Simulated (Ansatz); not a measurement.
Series CXY, Y = amino, computed as singlets and as triplets. Isolated molecules, 0 K electronic values unless said otherwise. One relaxed conformer stands for each flexible species; it need not be the lowest. Strings in code marks are SMILES.

Quantity: adiabatic spin-state energy, in kcal/mol. HF references are unrestricted for open shells and restricted for singlets.

Case: `B[C]N`: multiplicity 3 minus multiplicity 1. The other species in the difference include `B[C]N` (neutral, multiplicity 1). Geometry of `[C](N)B` (neutral, multiplicity 3, Å):

```xyz
7

B      1.3024     0.0464     0.3799
C     -0.0326    -0.4965     0.0441
N     -1.3026    -0.1386     0.0571
H      1.3575     1.1714     0.8132
H      2.2954    -0.6002     0.2301
H     -2.0318    -0.7605    -0.2498
H     -1.5883     0.7780     0.3776
```

Question: Estimate the adiabatic spin-state energy that frozen-core CCSD(T)/cc-pVDZ // PBE0-D3(BJ)/def2-TZVP (Ansatz, an electronic-structure program) returns for this input.

Answer: 33.5 kcal/mol.
